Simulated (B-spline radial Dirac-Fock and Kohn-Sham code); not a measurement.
# Gd⁵⁺: non-radiative channels of the 2s vacancy

System: gadolinium as Gd⁵⁺ in the configuration [Kr] 4d10 4f6 5s2 5p5.

Input of the calculation (task.json; shells as n, l, electrons):

```json
{"items": [{
  "Z": 64,
  "q": 5,
  "cfg": [[1, 0, 2], [2, 0, 2], [2, 1, 6], [3, 0, 2], [3, 1, 6], [3, 2, 10], [4, 0, 2], [4, 1, 6], [4, 2, 10], [4, 3, 6], [5, 0, 2], [5, 1, 5]],
  "A": 158,
  "rrms": 5.1569,
  "do": ["binding", "quiet", "decay"],
  "holes": ["K", "L1", "L2", "L3", "M1", "M2", "M3", "M4", "M5", "N1", "N2", "N3", "N4", "N5"]
}]}
```

Command: `python xray_run.py task.json out`

Calculated with a B-spline atomic structure program, using independent-particle rates on relativistic LDA orbitals of the hole state (multipoles up to L = 3, Coulomb Auger matrix elements, transition energies from Dirac-Fock). Kinetic energies are configuration averages from the vacuum level; the two-hole energies are estimated from single-hole states.

| transition | kinetic energy (eV) | width (meV) | share (%) |
| --- | --- | --- | --- |
| L1-L2N2 | 25.12 | 165 | 4.0 |
| L1-L2N3 | – | 198 | 4.8 |
| L1-L3N1 | 635.0 | 260 | 6.4 |
| L1-L3N3 | – | 190 | 4.6 |
| L1-L3N4 | 875.3 | 300 | 7.3 |
| L1-L3N5 | 881.9 | 379 | 9.3 |
| L1-M1M3 | 4815.9 | 189 | 4.6 |
| L1-M1M4 | 5137.4 | 154 | 3.8 |
| L1-M1M5 | 5168.3 | 210 | 5.1 |
| L1-M4M5 | 5830.0 | 307 | 7.5 |

A dash stands for an energy that rests on an unreliable hole state.

Coster-Kronig rates are the weakest part of this model and often come out 1.5 to 2.5 times too large. The listed channels hold 57 % of the non-radiative rate. Summed by principal shells, of 4.09 eV in all: LLN 52.9 %, LMM 30.4 %, LMN 10.3 %, LLO 4.5 %, LMO 0.9 %, LNN 0.9 %.
